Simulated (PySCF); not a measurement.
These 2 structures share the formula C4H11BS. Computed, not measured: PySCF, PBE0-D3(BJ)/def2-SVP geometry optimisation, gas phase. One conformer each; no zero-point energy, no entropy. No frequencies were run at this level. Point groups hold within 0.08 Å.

Task: Rank from lowest to highest electronic energy at this level (kJ/mol).
A. `[CH3:1][B:2]([CH3:3])[CH2:4][CH2:5][SH:6]` with C1–B2–C4–C5 -177°, B2–C4–C5–S6 -174°, C4–C5–S6–H -60°
B. `[CH3:1][S:2][BH:3][CH:4]([CH3:5])[CH3:6]` with C1–S2–B3–C4 -3°, S2–B3–C4–C5 -90°

Result: B (0.0), A (37.1).

As drawn, the higher has an S–H bond, which the lower lacks.

```json
{"SMILES": "CSBC(C)C", "E (Eh)": "-581.49848", "E rel (kJ/mol)": "0.0", "dipole (D)": "1.90", "point group": "C1", "A, B, C (MHz)": "4699, 1502, 1384"}
{"SMILES": "CB(C)CCS", "E (Eh)": "-581.48436", "E rel (kJ/mol)": "37.1", "dipole (D)": "1.87", "point group": "–", "A, B, C (MHz)": "6287, 1081, 948.3"}
```

Task: How do the relative energies change in single points at PBE0/pcSseg-1 (no added dispersion term) on the same geometries?

Result: 
| SMILES | PBE0-D3(BJ)/def2-SVP (kJ/mol) | PBE0/pcSseg-1 (kJ/mol) | shift |
| --- | --- | --- | --- |
| CSBC(C)C | 0.0 | 0.0 | 0.0 |
| CB(C)CCS | 37.1 | 31.1 | -6.0 |

Each column counts from its own lowest isomer. The order is unchanged; the largest shift is 6.0 kJ/mol.
